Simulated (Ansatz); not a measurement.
Cost and result for the atomization energy of C2H6GeS (`C[C](=S)[GeH3]`) (10 atoms, 9 bonds).

| atom | x (Å) | y (Å) | z (Å) |
| --- | --- | --- | --- |
| C1 | 0.992 | -0.975 | 0.469 |
| C2 | 0.589 | 0.428 | 0.168 |
| S3 | 1.563 | 1.697 | 0.387 |
| Ge4 | -1.241 | 0.689 | -0.530 |
| H5 | 0.300 | -1.416 | 1.197 |
| H6 | 2.010 | -1.029 | 0.855 |
| H7 | 0.910 | -1.590 | -0.435 |
| H8 | -1.473 | 2.176 | -0.802 |
| H9 | -2.246 | 0.158 | 0.510 |
| H10 | -1.404 | -0.138 | -1.819 |

Total charge 0; spin multiplicity 1. Correlated methods include outer-core shells of Ge, which these sets cover unevenly. Scalar relativity is left out up to krypton. Geometry: relaxed with PBE0-D4/def2-TZVP. Program: Ansatz. All runs use 4 threads of an Arm Neoverse V2 on a shared host. Times are those of one run each, without the atoms' runs, and a repeat can differ threefold. Electronic energies, without spin–orbit coupling; frozen cores. CCSD(T)/CBS adds CCSD(T) − MP2 in def2-TZVPP to the MP2 limit, and its time is that of the two runs behind it. T1 = 0.014; the RHF reference is unstable towards UHF. With those shells the extrapolation isn't a true limit. B3LYP takes the VWN-RPA correlation (the form of Gaussian; ORCA's B3LYP/G).

CCSD(T)/CBS is a level of theory with its own doubt, some kJ/mol a heavy atom from the limit and from the frozen cores, so smaller differences don't rank the functionals.

```tsv
level	functions	wall time	atomization (kJ/mol)	difference from CCSD(T)/CBS	per bond
PBE-D4/def2-TZVPP (with forces)	236	2.4 s	3422.2	46.8	5.2
PBE0-D4/def2-TZVPP	236	3.1 s	3370.8	-4.6	-0.5
B3LYP-D4/def2-TZVPP (with forces)	236	4.6 s	3359.0	-16.4	-1.8
r2SCAN-D4/def2-TZVPP (with forces)	236	4.8 s	3380.9	5.5	0.6
B2PLYP/def2-TZVPP	236	6 s	3325.4	-50.0	-5.6
ωB97X-V/def2-TZVPP	236	8 s	3378.8	3.4	0.4
ωB97M-V/def2-TZVPP (with forces)	236	12 s	3366.9	-8.5	-1.0
MP2/def2-QZVPP	453	24 s	3366.5	-8.9	-1.0
CCSD(T)/def2-TZVPP	236	2.2 min	3299.5	-75.9	-8.4
CCSD(T)/CBS(def2)	–	2.6 min	3375.4	0.0	0.0
```

The D4 term adds +36.4 kJ/mol with B3LYP and +19.0 kJ/mol with PBE0; it sums over pairs of atoms, weighted by their polarisabilities, and B3LYP, whose exchange is more repulsive, gets the larger term. In def2-TZVPP, CCSD(T) changes the Hartree–Fock value by +869.7 kJ/mol (the triples alone add +57.2 kJ/mol) and MP2 by +892.6 kJ/mol; breaking electron pairs costs correlation energy, which Hartree–Fock lacks. From PBE to PBE0 (25 % exact exchange), in def2-TZVPP and without D4, the atomization energy moves by −48.0 kJ/mol: exact exchange takes away binding that semilocal exchange gives to molecules.
